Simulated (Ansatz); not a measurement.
Start from `[SiH3]N[SiH2]Cl` and change one atom or group to get `O[SiH2]N[SiH3]`.

Ansatz, PBE0-D4/def2-TZVP geometries, multiplicity 1. Each molecule was computed in one conformer, which needn't be the lowest.

| property | `[SiH3]N[SiH2]Cl` |
| --- | --- |
| size of the dipole moment (PBE/def2-TZVPP) / D | 1.76 |
| HOMO–LUMO gap (ωB97M-V/def2-TZVPP) / eV | 11.82 |
| HOMO energy (B3LYP/def2-TZVPP) / eV | -7.79 |
| LUMO energy (B3LYP/def2-TZVPP) / eV | -0.31 |
| HOMO energy (PBE0/def2-TZVPP) / eV | -8.03 |
| HOMO–LUMO gap (PBE/def2-TZVPP) / eV | 5.74 |

Question: What does the change do to each property? (Estimate.)

Answer: The calculation gave: 
| property | `O[SiH2]N[SiH3]` | shift |
| --- | --- | --- |
| size of the dipole moment (PBE/def2-TZVPP) / D | 2.09 | 0.33 |
| HOMO–LUMO gap (ωB97M-V/def2-TZVPP) / eV | 11.77 | -0.05 |
| HOMO energy (B3LYP/def2-TZVPP) / eV | -7.53 | 0.26 |
| LUMO energy (B3LYP/def2-TZVPP) / eV | -0.11 | 0.20 |
| HOMO energy (PBE0/def2-TZVPP) / eV | -7.77 | 0.26 |
| HOMO–LUMO gap (PBE/def2-TZVPP) / eV | 5.70 | -0.04 |

Dipoles are sizes alone; their direction can turn.

B3LYP here is the variant with VWN-RPA as its local correlation; programs differ in this.
